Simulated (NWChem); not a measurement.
A series in which one site is exchanged, each optimised at PBE0/def2-SVP with NWChem, gas phase unless a solvent is named. All stand in one matching conformer (torsions within 35°), which need not be the lowest. For some, no frequency run checked for a minimum. def2 effective core potentials on In; no spin-orbit coupling.

A: [GaH]([PH2])[PH2] (GaP₂H₅; site = Ga)
B: [PH2][AlH][PH2] (AlP₂H₅; site = Al)
C: [PH2][InH][PH2] (InP₂H₅; site = In)
D: PBP (BP$_{2}$H$_{5}$; site = B)

Values for A:

| Quantity | Result |
|---|---|
| dipole (D), PBE0/def2-SVP | 1.60 |
| static polarisability, PBE/def2-SVPD (bohr³) | 94.8 |
| lowest singlet excitation, PBE/def2-SVPD, TDA (eV) | 4.02 |

**Question.** How do these values change for the other members?

**Answer.** 
```json
[
 {"change from A": "dipole (D), PBE0/def2-SVP", "B": "+0.09", "C": "-0.04", "D": "-0.06"},
 {"change from A": "static polarisability, PBE/def2-SVPD (bohr³)", "B": "-1.8", "C": "+11.6", "D": "-18.2"},
 {"change from A": "lowest singlet excitation, PBE/def2-SVPD, TDA (eV)", "B": "+0.03", "C": "-0.29", "D": "+0.30"}
]
```
